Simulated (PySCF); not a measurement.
A GIAO shielding run with PySCF (density fitting, non-relativistic, gas phase) on SMILES BN1C[C@@H]1C, C3H8BN:

```
$ OMP_NUM_THREADS=1 python probes_run.py task.json out

{"job": {"kind": "nmr", "xc": "PBE0", "basis": "STO-3G", "pop": true}, "charge": 0, "multiplicity": 1}
B      1.589148     0.612891     0.486674
N      0.558281    -0.271604     0.241582
C      0.099527    -1.430205    -0.440360
C     -0.807807    -0.616811     0.435780
C     -1.878225     0.268759    -0.138583
H      2.665084     0.414273    -0.029761
H      1.381854     1.558592     1.213683
H      0.455995    -2.404064    -0.082859
H     -0.024505    -1.358478    -1.527934
H     -1.041310    -1.049270     1.419218
H     -2.056589     1.136342     0.515020
H     -1.580897     0.644726    -1.128623
H     -2.827001    -0.279688    -0.241480
```

Hardware: 1 thread of an Arm Neoverse V1, shared host. The job also computes population analyses, field gradients, ring-centre shieldings.

Task: How large is the calculation?

Result: 38 electrons, 33 basis functions and 521 auxiliary functions.

Task: How long does it take, and how much memory does it need?

Result: 2.3 s of wall time, with 11 SCF cycles and 4 response iterations; peak memory 0.38 GiB. Times on a shared host scatter by some tens of per cent.

Task: And these other runs on the same molecule and hardware: GIAO shielding at B97-2/pcSseg-2; GIAO shielding at BHandHLYP/pcSseg-2; GIAO shielding at CAM-B3LYP/pcSseg-2; GIAO shielding at LC-wPBE/pcSseg-2; GIAO shielding at PBE0/6-31G; GIAO shielding at PBE0/pcSseg-2?

Result: B97-2/pcSseg-2: 292 functions, 30 s; BHandHLYP/pcSseg-2: 292 functions, 29 s; CAM-B3LYP/pcSseg-2: 292 functions, 40 s; LC-wPBE/pcSseg-2: 292 functions, 54 s; PBE0/6-31G: 61 functions, 4.4 s; PBE0/pcSseg-2: 292 functions, 30 s.
